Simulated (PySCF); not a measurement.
C₇H₁₁O (doublet state).
Z-matrix (Å and degrees, GFN2-xTB geometry), rows numbered from 1:
```
C 
C   1  1.4592
C   2  1.5816  1  113.89
C   3  1.5252  2  110.16  1   -58.09
C   3  1.4867  2  109.96  1    65.03
C   5  1.3398  3  126.97  2    82.69
C   6  1.4538  5  125.79  3     1.86
O   7  1.2087  6  124.43  5  -173.54
H   1  1.0733  2  120.26  3   -75.62
H   1  1.0721  2  121.26  3    98.96
H   2  1.0946  1  110.64  3   118.87
H   2  1.0915  1  110.61  3  -119.94
H   3  1.0932  2  105.93  1  -175.90
H   4  1.0875  3  110.53  2   -57.19
H   4  1.0878  3  110.55  2    62.86
H   4  1.0881  3  110.18  2  -176.91
H   5  1.0833  3  114.84  2   -94.35
H   6  1.0821  5  119.76  3  -177.44
H   7  1.1073  6  115.41  5     6.36
```

The hyperfine couplings belong to this conformer and change with its torsions.

As a line formula: `[CH2]C[C@@H](C)/C=C\C=O` [radical].

The calculation used UKS B3LYP, pcH-1 on C H O, non-relativistic, mean-field spin-orbit, GIAO (PySCF). One conformer (not necessarily the lowest) at the GFN2-xTB geometry, without solvent, vibrations or thermal averaging. Couplings are sensitive to structure, and on GFN2-xTB geometries they can be far from those on DFT ones. Stability of the SCF solution: not tested.

**Question.** Predict the first-order ENDOR lines of H11, H9/H10, H12, H17 and H13 under fast tumbling at B = 1211.0 mT (Q band).

**Answer.** For S = 1/2 in fast tumbling each set of equivalent nuclei gives two lines, ν± = |νn ± a/2| to first order, with νn = g_N μN B/h and μN/h = 7.62259 MHz/T.

```csv
nuclei,isotope,g_N,νn (MHz),a_iso (MHz),lower line (MHz),upper line (MHz)
H11,1H,5.5857,51.56,69.77,16.67,86.45
H9/H10,1H,5.5857,51.56,-63.18,19.97,83.15
H12,1H,5.5857,51.56,17.06,43.03,60.09
H17,1H,5.5857,51.56,1.98,50.57,52.55
H13,1H,5.5857,51.56,-0.88,51.12,52.00
```

**Question.** Which pairs are centred on the nuclear Larmor frequency, and which on half the coupling?

**Answer.** Centred on νn, since |a| < 2νn: H11, H9/H10, H12, H17 and H13. No pair has |a| > 2νn.

Nuclei that the bonding pattern makes equivalent are averaged, as if the motion that swaps them (rotation, inversion, ring flip) were fast.

Hardware: one thread, Arm Neoverse V1 (aarch64), no GPU, shared host. Cost: 1.7 min of wall time (with the writing of density and orbital grids), 1.1 GiB resident at most.
